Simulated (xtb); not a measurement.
Br3In, charge -1, doublet, geometry from GFN2-xTB (such geometries of metal compounds can be far from the true shape) (a state made from the parent by changing its charge; the spin is typed, not shown lowest). Base run: GFN2-xTB run with xtb.

The xtb input:
```
$ xtb mol.xyz --gfn 2 --chrg -1 --uhf 1 --json

# file mol.xyz
4

In    -0.24213934     0.26632762     0.54429888
Br    -1.91918111    -1.62269899    -0.42487162
Br     0.10708824     2.14779252    -1.36837256
Br     2.15108795    -0.89795219     1.03122575
```

Each row names what was changed in the base input (with any setting that the change needs).

```csv
change,ΔE vs base (kJ/mol),G_solv (kcal/mol),SCF cycles
base,0.00,-,13
alpb = acetonitrile,-194.6,-46.55,13
file = coord,0.00,-,13
etemp = 3000,-10.86,-,13
alpb = methanol,-202.6,-48.51,12
acc = 0.0001,0.00,-,16
```

ALPB and GBSA are two models with their own fitted parameters for each solvent, which aren't always the measured dielectric constant.
